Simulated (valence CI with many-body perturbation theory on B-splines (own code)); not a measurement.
## Sn: electric-dipole lines

Computed by valence CI with perturbative core correlation (CI+MBPT): four valence electrons over a frozen Dirac-Fock core [Kr] 4d10, a basis of 11 s, 11 p, 10 d, 8 f, 5 g, 2 h functions for each j, with the one-electron correlation potential Σ1 (screened to all orders), the two-electron term Σ2, the three-electron term Σ3, Breit, model QED; selected single and double excitations, second order for the rest, scaled by the run's own slope (own B-spline code, finite nucleus).

Set against measurement, 31 paired levels are off by 59 cm⁻¹ on average, the worst by 363. These come from a selection out of the NIST Handbook of Basic Atomic Spectroscopic Data. Levels without a partner in it may be off by more. Among the levels kept, up to 570 cm⁻¹ of a level comes from second order outside the variational space, and about a tenth of that is noise between levels of different J, which matters for small intervals.

Lines 251 to 300 of 353 in falling wavelength, among levels below 56696 cm⁻¹, chosen from the strongest by gf and those to the six lowest levels. Wavelengths and rates use the calculated energies, so an error of 60 cm⁻¹ moves a line at 2580 Å by 0.15 % and its rate by three times that or more. Electric multipoles are in the length gauge, E1 and E2 with the static RPA response of the core. Weak lines are less certain than strong ones. Lines between different terms over intervals too small for the method are left out, as are lines whose strength nearly cancels. Where a level lies close to another of its J and parity, the split of strength between their lines is uncertain. The highest levels of a list are the least certain.

Levels are named by their leading jj configuration (3d3/2^4 stands for four electrons in 3d with j = 3/2), which in mixed levels can hold well under half, so a name can repeat and another be missing. Letters in brackets count levels of one name in rising energy.

| λ vac (Å) | λ from measured levels | Upper | Lower | A (s⁻¹) | log gf | Branch % |
| --- | --- | --- | --- | --- | --- | --- |
| 2596 |  | (5s^2 5p3/2 6d3/2) J=1 | (5s^2 5p3/2^2) J=0 | 5.36e+05 | -2.79 | 1.7 |
| 2580 | 2572 | (5s^2 5p3/2 5d5/2) J=3 | (5s^2 5p3/2^2) J=2 | 2.86e+07 | -0.70 | 23.1 |
| 2559 |  | (5s^2 5p1/2 10s) J=1 [a] | (5s^2 5p3/2^2) J=0 | 1.17e+07 | -1.46 | 46.7 |
| 2551 |  | (5s^2 5p1/2 10s) J=1 [b] | (5s^2 5p3/2^2) J=0 | 9.19e+06 | -1.57 | 20.6 |
| 2542 | 2547 | (5s^2 5p3/2 6s) J=1 | (5s^2 5p1/2^2) J=0 | 2.18e+07 | -1.20 | 10.1 |
| 2536 |  | (5s^2 5p1/2 7s) J=1 | (5s^2 5p3/2^2) J=2 | 4.66e+06 | -1.87 | 8.2 |
| 2528 |  | (5s^2 5p1/2 9d3/2) J=1 | (5s^2 5p3/2^2) J=0 | 2.07e+07 | -1.23 | 32.0 |
| 2502 | 2496 | (5s^2 5p3/2 5d5/2) J=2 | (5s^2 5p3/2^2) J=2 | 3.78e+07 | -0.75 | 25.3 |
| 2490 | 2484 | (5s^2 5p1/2 5d3/2) J=2 | (5s^2 5p1/2 5p3/2) J=2 | 1.60e+07 | -1.13 | 35.5 |
| 2464 | 2456 | (5s^2 5p1/2 5d5/2) J=2 | (5s^2 5p1/2 5p3/2) J=2 | 1.17e+06 | -2.27 | 0.7 |
| 2435 | 2430 | (5s^2 5p1/2 5d5/2) J=3 | (5s^2 5p1/2 5p3/2) J=2 | 1.37e+08 | -0.07 | 93.2 |
| 2424 | 2422 | (5s^2 5p3/2 5d3/2) J=3 | (5s^2 5p3/2^2) J=2 | 1.67e+08 | 0.01 | 93.1 |
| 2413 | 2409 | (5s^2 5p3/2 5d5/2) J=1 | (5s^2 5p3/2^2) J=2 | 1.50e+07 | -1.40 | 16.1 |
| 2388 | 2381 | (5s^2 5p1/2 5d3/2) J=2 | (5s^2 5p1/2 5p3/2) J=1 | 3.48e+06 | -1.83 | 7.7 |
| 2367 |  | (5s^2 5p1/2 6d5/2) J=2 | (5s^2 5p3/2^2) J=2 | 2.07e+06 | -2.06 | 5.6 |
| 2364 | 2356 | (5s^2 5p1/2 5d5/2) J=2 | (5s^2 5p1/2 5p3/2) J=1 | 1.54e+08 | -0.19 | 95.5 |
| 2344 | 2336 | (5s^2 5p1/2 5d3/2) J=1 | (5s^2 5p1/2 5p3/2) J=1 | 6.08e+07 | -0.82 | 25.8 |
| 2336 |  | (5s^2 5p1/2 6d3/2) J=1 | (5s^2 5p3/2^2) J=2 | 7.54e+05 | -2.73 | 1.1 |
| 2321 |  | (5s^2 5p1/2 6d5/2) J=3 | (5s^2 5p3/2^2) J=2 | 1.45e+08 | -0.09 | 86.7 |
| 2294 | 2287 | (5s^2 5p3/2 5d3/2) J=2 | (5s^2 5p1/2 5p3/2) J=2 | 2.15e+07 | -1.07 | 26.5 |
| 2292 |  | (5s^2 5p3/2 7s) J=2 | (5s^2 5p3/2^2) J=2 | 2.72e+06 | -1.97 | 4.6 |
| 2278 |  | (5s^2 5p3/2 7s) J=1 | (5s^2 5p3/2^2) J=2 | 4.10e+07 | -1.02 | 47.7 |
| 2277 | 2270 | (5s^2 5p3/2 5d5/2) J=3 | (5s^2 5p1/2 5p3/2) J=2 | 9.52e+07 | -0.29 | 76.7 |
| 2261 |  | (5s^2 5p1/2 8s) J=1 | (5s^2 5p3/2^2) J=2 | 2.44e+07 | -1.25 | 43.1 |
| 2251 | 2247 | (5s^2 5p1/2 5d3/2) J=1 | (5s^2 5p1/2^2) J=0 | 1.63e+08 | -0.43 | 69.3 |
| 2242 |  | (5s^2 5p1/2 7s) J=1 | (5s^2 5p1/2 5p3/2) J=2 | 1.93e+07 | -1.36 | 33.9 |
| 2230 |  | (5s^2 5p1/2 7d5/2) J=2 [a] | (5s^2 5p3/2^2) J=2 | 5.31e+05 | -2.70 | 0.9 |
| 2221 |  | (5s^2 5p1/2 7d5/2) J=3 [a] | (5s^2 5p3/2^2) J=2 | 3.95e+06 | -1.69 | 9.8 |
| 2216 | 2210 | (5s^2 5p3/2 5d5/2) J=2 | (5s^2 5p1/2 5p3/2) J=2 | 1.10e+08 | -0.39 | 73.9 |
| 2207 | 2200 | (5s^2 5p3/2 5d3/2) J=2 | (5s^2 5p1/2 5p3/2) J=1 | 4.44e+07 | -0.79 | 54.8 |
| 2201 | 2195 | (5s^2 5p3/2 5d3/2) J=1 | (5s^2 5p1/2 5p3/2) J=2 | 5.99e+07 | -0.88 | 38.2 |
| 2179 |  | (5s^2 5p1/2 7d5/2) J=3 [b] | (5s^2 5p3/2^2) J=2 | 5.85e+06 | -1.54 | 15.6 |
| 2173 |  | (5s^2 5p1/2 5g7/2) J=3 | (5s^2 5p3/2^2) J=2 | 4.63e+05 | -2.64 | 9.2 |
| 2162 |  | (5s^2 5p1/2 7s) J=0 | (5s^2 5p1/2 5p3/2) J=1 | 5.70e+07 | -1.40 | 83.0 |
| 2159 |  | (5s^2 5p1/2 7s) J=1 | (5s^2 5p1/2 5p3/2) J=1 | 4.99e+06 | -1.98 | 8.8 |
| 2155 |  | (5s^2 5p1/2 9s) J=1 [b] | (5s^2 5p3/2^2) J=2 | 2.06e+06 | -2.37 | 3.9 |
| 2154 | 2152 | (5s^2 5p3/2 5d3/2) J=3 | (5s^2 5p1/2 5p3/2) J=2 | 8.78e+06 | -1.37 | 4.9 |
| 2147 |  | (5s^2 5p3/2 6d5/2) J=2 | (5s^2 5p3/2^2) J=2 | 3.64e+06 | -1.90 | 12.8 |
| 2146 | 2141 | (5s^2 5p3/2 5d5/2) J=1 | (5s^2 5p1/2 5p3/2) J=2 | 9.43e+06 | -1.71 | 10.1 |
| 2129 |  | (5s^2 5p3/2 6d3/2) J=1 | (5s^2 5p3/2^2) J=2 | 1.49e+06 | -2.52 | 4.7 |
| 2126 |  | (5s^2 5p1/2 8d5/2) J=3 | (5s^2 5p3/2^2) J=2 | 4.84e+06 | -1.64 | 28.8 |
| 2125 |  | (5s^2 5p1/2 8d5/2) J=2 | (5s^2 5p3/2^2) J=2 | 2.22e+06 | -2.12 | 10.1 |
| 2121 | 2115 | (5s^2 5p3/2 5d3/2) J=1 | (5s^2 5p1/2 5p3/2) J=1 | 7.45e+07 | -0.82 | 47.6 |
| 2109 |  | (5s^2 5p1/2 6d5/2) J=2 | (5s^2 5p1/2 5p3/2) J=2 | 2.26e+07 | -1.12 | 60.9 |
| 2103 |  | (5s^2 5p1/2 10s) J=1 [a] | (5s^2 5p3/2^2) J=2 | 1.17e+06 | -2.63 | 4.7 |
| 2100 |  | (5s^2 5p1/2 6d3/2) J=2 | (5s^2 5p1/2 5p3/2) J=2 | 8.34e+06 | -1.56 | 40.4 |
| 2099 |  | (5s^2 5p3/2 6d3/2) J=3 | (5s^2 5p3/2^2) J=2 | 8.97e+07 | -0.38 | 72.9 |
| 2099 | 2092 | (5s^2 5p3/2 5d3/2) J=0 | (5s^2 5p1/2 5p3/2) J=1 | 1.43e+08 | -1.03 | 99.8 |
| 2098 |  | (5s^2 5p1/2 10s) J=1 [b] | (5s^2 5p3/2^2) J=2 | 3.97e+06 | -2.10 | 8.9 |
| 2088 |  | (5s^2 5p1/2 9d5/2) J=2 | (5s^2 5p3/2^2) J=2 | 1.29e+06 | -2.38 | 1.9 |
